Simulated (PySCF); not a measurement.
Computed data sheet: `C=C[C@@H]1N[C@@H]1CC`

Compound: C6H11N.
Numbering: `[CH2:1]=[CH:2][C@@H:3]1[NH:4][C@@H:5]1[CH2:6][CH3:7]` (hydrogens: H8, H9 on C1; H10 on C2; H11 on C3; H12 on N4; H13 on C5; H14, H15 on C6; H16, H17, H18 on C7)

Cartesian coordinates in Å at the GFN2-xTB level; atoms count from 1:
```xyz
18
C6H11N angstrom
C      2.2376   -0.1930   -0.8285
C      1.4503    0.8510   -0.6241
C      0.6404    1.1195    0.5811
N      0.6075    0.2509    1.7411
C     -0.5730    0.3125    0.9144
C     -1.0107   -0.8543    0.0622
C     -1.9694   -0.4098   -1.0377
H      2.3819   -0.9697   -0.0936
H      2.7910   -0.3115   -1.7438
H      1.3604    1.6140   -1.3873
H      0.5945    2.1734    0.8424
H      1.1375   -0.6065    1.6177
H     -1.3955    0.8481    1.3809
H     -1.5030   -1.5917    0.7026
H     -0.1365   -1.3287   -0.3901
H     -2.2977   -1.2664   -1.6215
H     -2.8454    0.0725   -0.6094
H     -1.4785    0.2958   -1.7043
```

Structural features include: C=C double bond, amine and three-membered ring with nitrogen.

**GFN2-xTB geometry**

- Point group of the GFN2-xTB geometry: C1
- Rotational constants A, B, C of the GFN2-xTB geometry: 3.648, 2.110, 1.656 GHz

From PBE0/def2-SVPD ground state and vertical TDDFT (core frozen in the response) (PySCF):

- Dipole moment: 1.62 D
- HOMO energy: -6.72 eV
- LUMO energy: -0.07 eV
- HOMO–LUMO gap: 6.65 eV
- Lowest singlet excitation: 5.69 eV (218 nm, f = 0.116)
- Strongest line among the 6 lowest singlet transitions: S1 at 5.69 eV (218 nm, f = 0.116)
- Lowest triplet excitation (Tamm–Dancoff): 4.19 eV
- Static isotropic polarisability: 78.2 au
- Electronic spatial extent ⟨r²⟩ about the centre of nuclear charge: 836 bohr²

**PBE0/pcSseg-1 ground state and GIAO shieldings, non-relativistic (PySCF)**

* Lowest Hirshfeld atomic charge: -0.20 e on N4
* Highest Hirshfeld atomic charge: +0.11 e on H12
* 13C chemical shifts (computed TMS as zero) by class: 143.4 (C2), 117.3 (C1), 42.5 (C5), 37.7 (C3), 25.2 (C6), 13.7 (C7) ppm
* 1H chemical shifts (computed TMS as zero) by class: 6.58 (H10), 5.43 (H9), 4.73 (H8), 2.50 (H11), 1.86 (H13), 1.77 (H14), 0.86 (H16/H17/H18), 0.83 (H15), 0.12 (H12) ppm
* Isotropic shieldings of nuclei other than C and H, by class: 226 (N4) ppm
* Mayer bond orders between heavy atoms: C1–C2 1.95, C2–C3 1.05, C3–N4 0.96, N4–C5 0.95, C5–C6 1.02, C6–C7 1.05, C5–C3 0.93

Monoisotopic mass from the formula: 97.0891 u.

A dipole of 1.62 D is allowed in C1, and pure rotational transitions are dipole-allowed. S1 lies 0.96 eV below the HOMO–LUMO gap; its leading configuration is HOMO→LUMO, weight 0.94. The dipole equals about 5.4 × 10⁻³⁰ C·m (1 D = 3.33564 × 10⁻³⁰ C·m). The vertical singlet–triplet gap S1 − T1 is 1.50 eV (TDDFT singlet less Tamm–Dancoff triplet; S1: HOMO→LUMO, weight 0.94; T1: HOMO→LUMO, weight 0.59, beside HOMO−1→LUMO, weight 0.34).

The structure is a single GFN2-xTB conformer in the gas phase; no vibrational or solvent corrections. NMR classes are plain means over equivalent atoms (diastereotopic ones count apart unless rotation or inversion swaps them), as if these changed places fast; in this geometry the members of some classes differ.
